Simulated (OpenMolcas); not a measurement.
Br III: effect of the level shift or regulariser

* Program: OpenMolcas 26.06
* Basis: ANO-RCC-VQZP [7s6p4d2f1g]
* Scalar Hamiltonian: DKH2, point nucleus
* Active space: 3 electrons in 3 orbitals (4p)
* State averaging: 2S+1 = 4 odd, 1 root; 2S+1 = 2 odd, 8 roots
* Spin-orbit coupling: RASSI with atomic mean-field integrals over the reference wave functions, term energies averaged over their components

Methods on the same reference wave functions:
A. CASSCF
B. SS-CASPT2, IPEA 0.25 Eh, imaginary shift 0.1 Eh (closed shells correlated: 3d 4s)
C. SS-CASPT2, IPEA 0.25 Eh, imaginary shift 0.3 Eh (closed shells correlated: 3d 4s)

Energies in eV above 4s² 4p³ ⁴S°_3/2, the measured ground level; measured values from Moore, Atomic Energy Levels, vol. II, NSRDS-NBS 35 (1971 reprint of NBS Circular 467, 1952).

```tsv
Level	A	B	C	Measured
4s² 4p³ ⁴S°_3/2	0.0000	0.0000	0.0000	0.0000
4s² 4p³ ²D°_3/2	2.4723	1.996	1.997	
4s² 4p³ ²D°_5/2	2.5630	2.098	2.098	
4s² 4p³ ²P°_1/2	4.2341	3.554	3.554	3.3370
4s² 4p³ ²P°_3/2	4.3565	3.693	3.694	3.5433
```

Deviations, from unrounded energies. A percentage is the sum of absolute deviations over the sum of measured energies, with the sign that they share, or ± where signs differ.

```tsv
Against measurement	Levels	A	B	C
mean absolute deviation (cm-1)	2	6900	1500	1500
other terms of the ground configuration (%)	2	+24.9	+5.3	+5.3
```

B, C lie about equally close to measurement and A furthest from it. The largest miss of B in the table is 4s² 4p³ ²P°_1/2, by +1700 cm-1. The ranking rests on the paired levels alone, and a cruder setting can come out closer through cancelling errors.

Between B and C no level of the table moves by more than 5 cm-1.

The two smallest mean deviations differ by little beside CASPT2's spread within terms, so their order carries little weight.

From A to B the spin-free energies of the other terms of 4s² 4p³ shown, above ⁴S°, scale by factors of 0.81 to 0.84.

The lowest spin-free term lies below A's lowest term by 0.175 hartree in B, 0.175 hartree in C.

CASPT2 breaks the degeneracy within a term, and the mean is taken; among the terms shown or strongly mixed into the levels shown the widest spread is 58 cm-1 (4s² 4p³ ²D°, C). With the s shell closed, the reference lacks s² → p² mixing. Measured partners are found by configuration, term and J. A level has none where our copy of the source lacks it or the pairing is in doubt (some pairs that miss far off the trend of their configuration count as doubtful), and it then counts in no deviation. Levels of configurations outside the active space are missing.

° marks odd parity.
